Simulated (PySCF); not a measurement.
**Calculated NMR data**

[PySCF 2.14.0 with density-fitted response routines: PBE0/pcSseg-1 with gauge-including orbitals; geometry from GFN2-xTB; no relativistic terms; one computed conformer; isolated molecule; equivalent nuclei averaged]

Scale: TMS for 1H and 13C (reference shieldings calculated alike). Splittings of carbon signals by F and P are missing where no couplings were computed. Where no couplings were computed, multiplicities follow the n + 1 count of equivalent neighbours, and m marks all less simple cases (inequivalent or close neighbours, rings, F or P nearby). Shifts are as computed. Against solution values, carbons near 30 ppm lie about +3 ppm off and those near 130 ppm about +5 ppm. Of 1309 compounds with measured shifts, 239 miss one by over three times the rms of a fit or turn the order of signals round; such compounds aren't used in these exercises. OH and NH positions are gas-phase values without hydrogen bonding to other molecules.

Compound 1 (C₇H₁₁NOSi). 1H NMR (400 MHz, computed): δ 7.41 (m, 2H), 6.91 (t, 1H), 6.59 (d, 2H), 5.42 (s, 2H), 3.93 (s, 3H), 3.25 (br s, 1H). 13C{1H} NMR (computed): δ 151.1, 135.1, 122.0, 117.8, 52.4. Structure: `CO[SiH2]Nc1ccccc1`.

Compound 2 (C₅H₁₁FO₃Si). 1H NMR (400 MHz, computed): δ 4.83 (m, 1H), 4.01 (s, 3H), 3.69 (s, 3H), 3.41 (m, 1H), 2.34 (s, 3H). 13C{1H} NMR (computed): δ 214.5 (C), 88.3 (CH), 60.8 (CH3), 53.5 (CH3), 31.4 (CH3). Structure: SMILES [Si@@H]([C@@H](OC)C(C)=O)(F)OC.
